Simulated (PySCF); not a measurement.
H₂I₂OSi, SMILES I[SiH](I)O. Atoms are numbered in the order given.

```xyz
6

Si     0.4656     0.9907     0.0000
O     -0.3758     2.4268     0.0000
I     -0.0384    -0.3490    -2.0104
I     -0.0384    -0.3490     2.0104
H      1.9101     1.3554     0.0000
H     -1.3480     2.3536     0.0000
```

The structure is a stationary point at PBE-D3(BJ)/def2-SVP. The structure was generated by enumeration, and PubChem lists no compound with its InChIKey, so it may never have been made. The def2 effective core potentials stand for the cores of I; spin–orbit coupling is left out. Other conformers were not sampled.

Level of theory: PBE-D3(BJ)/def2-SVP in PySCF.

Frequencies are harmonic and unscaled.

| mode | ν (cm⁻¹) | IR (km/mol) | Raman (Å⁴/amu) | depolarisation | moving atoms (share of kinetic energy) |
|---|---|---|---|---|---|
| 1 | 82 | 0.1 | 5.2 | 0.58 | I 86 %, Si 9 % |
| 2 | 151 | 10.7 | 3.7 | 0.75 | O 52 %, H 35 %, I 13 % |
| 3 | 206 | 8.6 | 6.4 | 0.35 | O 43 %, Si 31 %, I 16 %, H 10 % |
| 4 | 282 | 66.4 | 0.8 | 0.75 | H 60 %, O 28 % |
| 5 | 318 | 12.1 | 12.4 | 0.12 | Si 71 %, I 17 % |
| 6 | 399 | 213.0 | 2.8 | 0.75 | Si 76 %, H 10 %, I 9 % |
| 7 | 714 | 182.2 | 16.4 | 0.75 | H 94 % |
| 8 | 741 | 40.6 | 6.6 | 0.66 | H 88 %, O 12 % |
| 9 | 832 | 325.1 | 13.2 | 0.22 | H 62 %, O 22 %, Si 16 % |
| 10 | 901 | 8.2 | 6.4 | 0.38 | O 38 %, H 33 %, Si 29 % |
| 11 | 2231 | 54.0 | 201.9 | 0.21 | H 97 % |
| 12 | 3744 | 107.4 | 83.5 | 0.27 | H 94 % |
